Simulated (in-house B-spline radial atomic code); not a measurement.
## The bromine ion Br⁴⁺: [Ne] 3s2 3p5 3d10 4s2 4p1 4d1 (an excited or competing configuration)

Computed with a radial B-spline atomic code at the basis-set limit: non-relativistic r2SCAN0, spin-polarised, spherical fractional occupations, exact exchange averaged over the configuration, point nucleus.

Screening seen three ways: the hydrogenic charge with the same mean radius, Z_r = [3n² - l(l+1)]/(2<r>), the one with the same energy, Z_e = n√(-2ε), and Slater's rules. Values are occupation-weighted means over spin.

| shell | electrons | ε (eV) | <r> (bohr) | Z_r | Z_e | Slater |
| --- | --- | --- | --- | --- | --- | --- |
| 1s | 2 | -13257 | 0.04368 | 34.34 | 31.21 | 34.70 |
| 2s | 2 | -1791.8 | 0.1933 | 31.04 | 22.95 | 30.85 |
| 2p | 6 | -1620.1 | 0.1671 | 29.93 | 21.82 | 30.85 |
| 3s | 2 | -314.55 | 0.5552 | 24.32 | 14.42 | 24.10 |
| 3p | 5 | -254.21 | 0.5597 | 22.33 | 12.97 | 24.10 |
| 3d | 10 | -145.07 | 0.5653 | 18.58 | 9.80 | 14.85 |
| 4s | 2 | -73.795 | 1.479 | 16.22 | 9.32 | 9.85 |
| 4p | 1 | -60.268 | 1.624 | 14.16 | 8.42 | 9.85 |
| 4d | 1 | -36.543 | 2.061 | 10.19 | 6.56 | 5.00 |

The least bound orbital is 4d up at -36.54 eV, and it is also the most diffuse (<r> = 2.061 bohr). The part-filled 3p shell lies below the filled 4s shell in orbital energy.
